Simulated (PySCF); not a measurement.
Excitation energy of B by level of theory

B [He] 2s2 2p1 (2P) → B [He] 2s1 2p2 (4P), as a difference of total energies. All numbers are calculated (PySCF 2.14, scalar relativity by spin-free X2C-1e, in dyall-av3z (15s9p3d2f, 71 functions)). Correlated levels: valence: 1s2 frozen; virtual orbitals above 40 to 60 times the deepest correlated orbital energy dropped. The calculations carry no spin-orbit coupling.

```
           method  excitation energy (eV)
              UHF                   2.194
              LDA                   3.290
              PBE                   3.279
             PBE0                   3.224
           r2SCAN                   2.943
          wB97M-V                   3.642
          r2SCANh                   2.976
    MP2 (valence)                   3.127
SCS-MP2 (valence)                   3.509
```

Estimate what B97-3 gives.

3.463 eV, closest to SCS-MP2 (valence) among the rows shown.

Estimate what M06 gives.

3.534 eV, closest to SCS-MP2 (valence) among the rows shown.
